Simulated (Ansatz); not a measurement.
`[NH2][Al]([SiH3])[SiH2]O`. The species carries charge 0 and has multiplicity 1.

```xyz
13

N     1.961    0.504   -0.195
Al    0.225    0.159   -0.273
Si   -0.811    0.118   -2.501
Si   -0.863   -0.260    1.904
O     0.237   -0.402    3.147
H     2.554    0.692   -0.987
H     2.486    0.593    0.661
H    -1.932    1.097   -2.600
H     0.157    0.442   -3.589
H    -1.389   -1.224   -2.809
H    -1.746   -1.469    1.849
H    -1.740    0.874    2.309
H     0.863   -1.124    3.084
```

(1) List the harmonic frequencies (cm⁻¹, unscaled) at PBE0-D4/def2-TZVP in Ansatz. (Best estimate.)

(2) Is this a minimum?

(3) Give the ideal-gas thermochemistry at 298.15 K and 1 bar (rigid rotor, harmonic oscillator; point group C1, symmetry number 1).

## Answers

(1) The calculation gave: 37, 46, 58, 109, 129, 177, 207, 315, 361, 415, 447, 462, 466, 479, 668, 716, 807, 823, 854, 871, 901, 937, 937, 939, 1568, 2155, 2190, 2198, 2199, 2203, 3596, 3688, 3926.

(2) Yes, all 33 modes are real.

(3) Zero-point energy 214.6 kJ/mol; H(298) − E = 245.1 kJ/mol; entropy 431.5 J/(mol·K), of which translation 168.7, rotation 121.3, vibration 141.5; G(298) − E = 116.5 kJ/mol. Modes under 100 cm⁻¹ are hindered rotations or soft bends, so the harmonic entropy is rough.
